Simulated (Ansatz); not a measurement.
F$_{5}$HMoO, SMILES `[OH][Mo]([F])([F])([F])([F])[F]`. The species carries charge 0 and has multiplicity 1. Mo takes the def2 core potential. All single points use the PBE0-D4/def2-TZVP geometry. It is one conformer, not always the lowest.

```xyz
8

O    -1.302    0.757    0.265
Mo    0.215   -0.148   -0.173
F     1.146    1.382   -0.542
F     1.803   -1.038   -0.318
F     0.626   -0.044    1.620
F    -0.200   -0.246   -1.944
F    -0.576   -1.784    0.037
H    -1.711    1.123    1.055
```

**Question.** What is the dipole moment at ωB97M-V/def2-TZVPP? (Estimate.)

**Answer.** Ansatz gave: 3.22 D, with components (-2.45, 1.58, 1.36) D in this frame, pointing from negative to positive charge.

**Question.** And with PBE, r2SCAN, B3LYP? (An estimate is asked.)

**Answer.** Computed: PBE 3.06 D, r2SCAN 3.15 D, B3LYP 3.22 D.

**Question.** Give the Mulliken charges with ωB97M-V, r2SCAN, B3LYP in def2-TZVPP. (An estimate is asked.)

**Answer.** The calculation gave: 
```tsv
atom	ωB97M-V	r2SCAN	B3LYP
O1	-0.38	-0.41	-0.40
Mo2	1.73	1.74	1.77
F3	-0.32	-0.32	-0.32
F4	-0.31	-0.31	-0.31
F5	-0.33	-0.33	-0.34
F6	-0.31	-0.31	-0.32
F7	-0.32	-0.32	-0.32
H8	0.24	0.25	0.24
```

B3LYP here is the variant with VWN-RPA as its local correlation; programs differ in this.
